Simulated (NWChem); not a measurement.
Molecule: BiH₃O; SMILES [OH][BiH2]

def2 effective core potentials on Bi; no spin-orbit coupling.

Question: Give the equilibrium geometry at PBE0/def2-SVP with def2 effective core potentials on Bi (NWChem) as a list of bonds and angles, with the point group.

Answer: point group Cs; any orientation.
Bond lengths (Å): Bi1–H2 1.812, Bi1–H3 1.812, Bi1–O4 2.104, O4–H5 0.965. Bond angles (°): H2–Bi1–H3 88.7, H2–Bi1–O4 96.7, H3–Bi1–O4 96.7, Bi1–O4–H5 109.9.
